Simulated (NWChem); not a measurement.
GeF cation, singlet

Computed with NWChem. Pople sets run with spherical d functions. Low-valent species are run as closed-shell singlets; no triplet was tried in these runs. Structure relaxed at the PBE-D3(BJ)/def2-SVP level.

For level PBE0/6-31G*:

```
Quantity                      Value
---------------------------  ------
highest occupied level (eV)  -17.82
orbital gap (eV)               7.82
```

Task: What are these values for level PBE0/STO-3G?

Result: The highest occupied level (eV) comes out as -14.11 and the orbital gap (eV) is 6.30.
